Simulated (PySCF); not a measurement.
Cl₄H₂Si₂. Atoms are numbered in the order given.

```xyz
8

Si     1.2132     1.3540     0.0000
Cl    -0.1834     2.8758     0.0000
Si     0.0066    -0.6177     0.0000
Cl    -1.1782    -0.7189     1.6647
Cl    -1.1782    -0.7189    -1.6647
Cl     1.2938    -2.2142     0.0000
H      2.0525     1.4443     1.2218
H      2.0525     1.4443    -1.2218
```
Charge 0, spin multiplicity 1.

Coordinates come from a ωB97X-D3(BJ)/def2-SVP optimisation. The values are those of a single conformer.

Calculation: PySCF with PBE/pcSseg-1.

GIAO shieldings, no solvent; atoms listed in one row are averaged. δ = σ(ref) − σ: ²⁹Si against TMS (σ = 335.4 ppm); ³⁵Cl against HCl (σ = 936.5 ppm); ¹H against TMS (σ = 31.49 ppm), references at their B3LYP-D3(BJ)/def2-TZVP geometries, non-relativistic (without spin–orbit terms, shifts of atoms bonded to Cl or Br come out too high).

**Question.** Estimate the chemical shifts. (Estimate from the structure and the level; the computed values follow.)

**Answer.** 
```csv
nucleus,atoms,count,δ (ppm)
²⁹Si,Si3,1,35.9
²⁹Si,Si1,1,-28.0
³⁵Cl,"Cl4, Cl5",2,181.4
³⁵Cl,Cl6,1,180.2
³⁵Cl,Cl2,1,-85.0
¹H,"H7, H8",2,5.44
```
